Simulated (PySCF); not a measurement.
SMILES c1coc([SiH2]c2ccc[se]2)c1 (C8H8OSeSi), GFN2-xTB optimised geometry.

```
19

C     -1.68     3.27     0.00
C     -2.14     1.99     0.01
O     -1.12     1.13     0.01
C      0.04     1.84     0.00
Si     1.65     0.89     0.00
C      1.19    -0.93     0.00
C      2.06    -1.98     0.00
C      1.48    -3.27     0.00
C      0.13    -3.27     0.00
Se    -0.58    -1.56     0.00
C     -0.27     3.17     0.00
H     -2.26     4.17     0.00
H     -3.13     1.58     0.01
H      2.42     1.23     1.21
H      2.43     1.23    -1.20
H      3.13    -1.83     0.00
H      2.07    -4.17     0.00
H     -0.51    -4.14     0.00
H      0.44     3.98    -0.01
```

Density from PySCF 2.14.0 with CAM-B3LYP/def2-SVP at that geometry.

Minimum of the electron density along straight lines between bonded atoms, close to the bond critical point (lines longer than 1.1 times the sum of covalent radii, or with two minima, are not listed):

| bond | length / Å | ρ at the minimum / e bohr⁻³ | ∇²ρ there / e bohr⁻⁵ | position (fraction from the first atom) |
|---|---|---|---|---|
| C1–C2 | 1.362 | 0.328 | -0.85 | 0.48 |
| C2–O3 | 1.338 | 0.292 | 0.08 | 0.33 |
| O3–C4 | 1.355 | 0.278 | 0.14 | 0.68 |
| C4–Si5 | 1.875 | 0.113 | 0.37 | 0.62 |
| Si5–C6 | 1.876 | 0.113 | 0.35 | 0.38 |
| C6–C7 | 1.365 | 0.321 | -0.80 | 0.51 |
| C7–C8 | 1.413 | 0.299 | -0.76 | 0.50 |
| C8–C9 | 1.357 | 0.326 | -0.84 | 0.49 |
| C6–Se10 | 1.877 | 0.167 | -0.19 | 0.49 |
| C9–Se10 | 1.850 | 0.177 | -0.20 | 0.50 |
| C1–C11 | 1.413 | 0.295 | -0.71 | 0.50 |
| C4–C11 | 1.369 | 0.325 | -0.83 | 0.51 |
| C1–H12 | 1.071 | 0.286 | -1.12 | 0.64 |
| C2–H13 | 1.072 | 0.291 | -1.19 | 0.65 |
| Si5–H14 | 1.470 | 0.117 | 0.32 | 0.49 |
| Si5–H15 | 1.470 | 0.117 | 0.32 | 0.49 |
| C7–H16 | 1.078 | 0.283 | -1.09 | 0.63 |
| C8–H17 | 1.078 | 0.283 | -1.09 | 0.64 |
| C9–H18 | 1.075 | 0.284 | -1.11 | 0.64 |
| C11–H19 | 1.071 | 0.286 | -1.12 | 0.64 |
